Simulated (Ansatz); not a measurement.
Reaction (redistribution): `[F][Sn]([F])([SiH3])[Cl]` + `Cl[SiH2]O[SiH2]Cl` → `[F][Sn]([SiH3])([Cl])[Cl]` + `F[SiH2]O[SiH2]Cl`

Calculated with Ansatz (gas phase, PBE0-D4/def2-TZVP geometries, no zero-point term in ΔE). CCSD(T)/CBS adds triple-zeta CCSD(T) − MP2 to the extrapolated MP2 energy (def2 sets, frozen cores). Functionals use def2-TZVPP. def2 core potentials past Kr. For Sn outer-core shells are correlated without core-valence functions, which leaves a few kJ/mol of doubt a bond. One conformer a species, not always the lowest.

`[F][Sn]([F])([SiH3])[Cl]`:

Cartesian coordinates in Å:
```
F 1.481 -0.143 2.093
Sn 0.985 -0.465 0.280
F 2.460 0.263 -0.684
Si -1.243 0.638 -0.346
Cl 1.155 -2.746 0.006
H -1.098 2.085 -0.069
H -1.461 0.363 -1.783
H -2.278 0.007 0.503
```

`Cl[SiH2]O[SiH2]Cl`:

Cartesian coordinates in Å:
```
Cl -1.869 -0.820 1.657
Si -0.648 0.759 1.195
O 0.551 0.261 0.212
Si 0.898 -0.641 -1.099
Cl -0.492 -0.300 -2.565
H -1.472 1.783 0.521
H -0.037 1.253 2.444
H 2.218 -0.219 -1.605
H 0.851 -2.077 -0.760
```

`[F][Sn]([SiH3])([Cl])[Cl]`:

```xyz
8

F    -0.800   -2.397    0.325
Sn   -0.268   -0.852   -0.667
Si    0.339    1.081    0.905
Cl    1.465   -1.608   -1.994
Cl   -2.060   -0.442   -2.067
H     0.745    2.215    0.045
H     1.453    0.610    1.759
H    -0.874    1.393    1.695
```

`F[SiH2]O[SiH2]Cl`:

Z-matrix (Å, degrees):
```
Si
O 1 1.624
F 1 1.593 2 109.1
H 1 1.475 2 108.0 3 -117.1
H 1 1.477 2 110.4 3 118.1
Si 2 1.626 1 148.3 3 -64.1
Cl 6 2.050 2 109.9 1 -29.0
H 6 1.477 2 110.0 1 89.5
H 6 1.476 2 108.5 1 -147.0
```

```csv
species,ωB97M-V energy (Eh)
`[F][Sn]([F])([SiH3])[Cl]`,-1165.57256
`Cl[SiH2]O[SiH2]Cl`,-1577.18568
`[F][Sn]([SiH3])([Cl])[Cl]`,-1525.91377
`F[SiH2]O[SiH2]Cl`,-1216.87343
```

Problem. Work out ΔE.

Solution. ΔE = (-1525.91377) + (-1216.87343) − (-1165.57256) − (-1577.18568) = -0.02896 Eh = -76.0 kJ/mol. CCSD(T)/CBS gives -78.6 kJ/mol.

Problem. What do rigid-rotor, harmonic-oscillator terms from PBE0-D4/def2-TZVP frequencies (298.15 K, 1 bar) make of the CCSD(T)/CBS value? (Estimate.)

Solution. The calculation gave: ΔZPE = +1.2 kJ/mol, ΔH = -77.3 kJ/mol, ΔS = 6 J/(mol·K), ΔG = -79.0 kJ/mol. Modes under 50 cm⁻¹ make the entropy rough.

Largest T1 diagnostic among the species: 0.014.

In def2-TZVPP, CCSD(T) changes the Hartree–Fock value by +10.8 kJ/mol (the triples alone add +2.1 kJ/mol) and MP2 by +9.6 kJ/mol. Leaving LDA and LC-ωPBE aside and taking each functional with its dispersion term where it has one, the values, not all of them listed here, spread over 20.0 kJ/mol, from BHLYP-D4 to revPBE-D4. LDA lies −5.2 kJ/mol from PBE without D4. At CCSD(T), def2-SVP lies +4.9 kJ/mol from the extrapolated value and def2-TZVPP −1.8 kJ/mol.
